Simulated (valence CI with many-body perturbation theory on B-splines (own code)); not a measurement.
**Level structure of Tc⁴⁺**

Calculated by relativistic CI+MBPT: three valence electrons over a frozen Dirac-Fock core [Kr], a basis of 9 s, 9 p, 10 d, 8 f, 5 g, 3 h, 1 i functions for each j, with the one-electron correlation potential Σ1, the two-electron term Σ2, the three-electron term Σ3, Breit, model QED; selected CI, second order for the rest, scaled by the run's own slope (own B-spline code, finite nucleus).

No measured levels were compared; by estimate terms of the open shell hold to 2 to 4 % of their energy, and close levels can change places; different configurations can be misplaced against each other by 1,000 to 8,000 cm⁻¹. Core correlation moves these levels by up to 16000 cm⁻¹, and in measured spectra 5 to 20 % of such shifts remained as error; rates that hang on mixing are uncertain with them.

Levels 1 to 45 of 71, with energies above the lowest level, 4d³ ⁴F_3/2. "Leading %" is the weight of the configuration and term that name the level; weights of strongly mixed levels are sums over their largest components and can fall short. In the jj column 3d3/2^4 stands for four electrons in 3d with j = 3/2.

```tsv
No.	Configuration	Term	J	E (cm⁻¹)	Leading %	Leading jj	g
1	4d³	⁴F	3/2	0.0	98	4d3/2^3 (44 %)	0.405
2	4d³	⁴F	5/2	1092	99	4d3/2^2 4d5/2 (80 %)	1.029
3	4d³	⁴F	7/2	2440	99	4d3/2 4d5/2^2 (73 %)	1.236
4	4d³	⁴F	9/2	3929	97	4d3/2 4d5/2^2 (50 %)	1.328
5	4d³	⁴P	3/2	12605	82	4d3/2^2 4d5/2 (59 %)	1.649
6	4d³	⁴P	1/2	12639	93	4d3/2^2 4d5/2 (77 %)	2.535
7	4d³	²G	7/2	13714	98	4d3/2 4d5/2^2 (50 %)	0.892
8	4d³	⁴P	5/2	14377	98	4d3/2 4d5/2^2 (64 %)	1.595
9	4d³	²G	9/2	14514	74	4d3/2^2 4d5/2 (72 %)	1.068
10	4d³	²D	3/2	17605	49	4d3/2 4d5/2^2 (67 %)	1.119
11	4d³	²P	1/2	18152	92	4d3/2 4d5/2^2 (77 %)	0.801
12	4d³	²H	9/2	18718	76	4d3/2 4d5/2^2 (49 %)	0.957
13	4d³	²H	11/2	18967	100	4d3/2 4d5/2^2 (100 %)	1.091
14	4d³	²D	5/2	20826	97	4d3/2 4d5/2^2 (55 %)	1.203
15	4d³	²P	3/2	21599	50	4d5/2^3 (82 %)	1.092
16	4d³	²F	7/2	29698	99	4d3/2 4d5/2^2 (75 %)	1.142
17	4d³	²F	5/2	30112	98	4d3/2 4d5/2^2 (51 %)	0.861
18	4d³	²D	5/2	46647	97	4d3/2^2 4d5/2 (47 %)	1.197
19	4d³	²D	3/2	47031	99	4d3/2 4d5/2^2 (87 %)	0.799
20	4d²5s	⁴F	3/2	103430	98	4d3/2^2 5s (76 %)	0.404
21	4d²5s	⁴F	5/2	104410	97	4d3/2 4d5/2 5s (52 %)	1.027
22	4d²5s	⁴F	7/2	105900	98	4d3/2 4d5/2 5s (87 %)	1.237
23	4d²5s	⁴F	9/2	107730	99	4d5/2^2 5s (73 %)	1.333
24	4d²5s	²F	5/2	112310	93	4d3/2 4d5/2 5s (60 %)	0.874
25	4d²5s	²F	7/2	115230	96	4d5/2^2 5s (57 %)	1.140
26	4d²5s	⁴P	1/2	116690	98	4d3/2^2 5s (48 %)	2.662
27	4d²5s	⁴P	5/2	117170	62	4d3/2 4d5/2 5s (85 %)	1.444
28	4d²5s	⁴P	3/2	117230	88	4d3/2 4d5/2 5s (94 %)	1.633
29	4d²5s	²D	3/2	119170	82	4d3/2 4d5/2 5s (45 %)	0.918
30	4d²5s	²D	5/2	120700	61	4d5/2^2 5s (95 %)	1.341
31	4d²5s	²G	9/2	124360	98	4d3/2 4d5/2 5s (73 %)	1.112
32	4d²5s	²G	7/2	124470	97	4d3/2 4d5/2 5s (69 %)	0.892
33	4d²5s	²P	1/2	125080	97	4d3/2 4d5/2 5s (70 %)	0.677
34	4d²5s	²P	3/2	126740	93	4d5/2^2 5s (57 %)	1.311
35	4d²5s	²S	1/2	149480	97	4d5/2^2 5s (68 %)	2.000
36	4d²5p	⁴G°	5/2	161960	77	4d3/2^2 5p1/2 (82 %)	0.640
37	4d²5p	⁴F°	3/2	164330	70	4d3/2^2 5p1/2 (63 %)	0.537
38	4d²5p	⁴G°	7/2	164570	85	4d3/2 4d5/2 5p1/2 (81 %)	1.009
39	4d²5p	⁴F°	5/2	165990	64	4d3/2 4d5/2 5p1/2 (85 %)	1.077
40	4d²5p	⁴G°	9/2	167390	83	4d5/2^2 5p1/2 (44 %)	1.188
41	4d²5p	²F°	5/2	167850	39	4d3/2^2 5p3/2 (58 %)	0.914
42	4d²5p	⁴F°	7/2	168290	82	4d5/2^2 5p1/2 (36 %)	1.232
43	4d²5p	²D°	3/2	168550	49	4d3/2^2 5p3/2 (73 %)	0.789
44	4d²5p	⁴D°	1/2	169290	94	4d3/2^2 5p3/2 (70 %)	0.038
45	4d²5p	²F°	7/2	169850	52	4d5/2^2 5p1/2 (34 %)	1.221
```

Names give the largest LS component (configuration and term), which can be under half, so a name can repeat, a term be missing and a line seem to break the LS rules; names also repeat where a configuration has a term twice.

The ionisation energy to 4d² ³F2 of the next ion comes out as 57.268 eV (NIST: 57 ± 1.9 eV (theoretical)). All 71 levels together are meant to be complete up to 187970 cm⁻¹.
